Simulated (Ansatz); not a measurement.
Calculated with Ansatz (gas phase, PBE0-D4/def2-TZVP geometries, no zero-point term in ΔE). CCSD(T)/CBS is the MP2 limit (def2-TZVPP, def2-QZVPP) plus CCSD(T) − MP2 in def2-TZVPP, frozen cores. Functionals use def2-TZVPP. For Ge outer-core shells are correlated without core-valence functions, which leaves a few kJ/mol of doubt a bond. Scalar relativity is left out up to krypton. Each species was taken in one conformer, which may not be the lowest.

Consider the ligand exchange at the Si–C bond: `C[CH]([SiH3])[GeH3]` + `NC(O)(O)F` → `OC(O)(F)N[SiH3]` + `C[CH2][GeH3]`.

| level | ΔE (kJ/mol) |
| --- | --- |
| PBE-D4 | -35.9 |
| PBE0-D4 | -38.2 |
| B2PLYP | -47.8 |
| MP2/def2-TZVPP | -42.9 |
| HF/def2-QZVPP | -58.1 |
| SCS-MP2/def2-QZVPP | -46.5 |
| HF/CBS(def2) | -58.2 |
| MP2/CBS(def2) | -42.4 |

**Question.** What does CCSD(T)/CBS give? (Best estimate.)

**Answer.** The calculation gave: -41.8 kJ/mol. The listed levels differ from it by 5.9, 3.6, -6.0, -1.1, -16.3, -4.7, -16.4, -0.6 kJ/mol.

Largest T1 diagnostic among the species: 0.011.

The D4 term adds +3.9 kJ/mol with B3LYP and +2.1 kJ/mol with PBE0; it sums over pairs of atoms, weighted by their polarisabilities, and B3LYP, whose exchange is more repulsive, gets the larger term. In def2-TZVPP, CCSD(T) changes the Hartree–Fock value by +14.8 kJ/mol (the triples alone add +2.3 kJ/mol) and MP2 by +14.3 kJ/mol.

B3LYP here is the variant with VWN-RPA as its local correlation; programs differ in this.
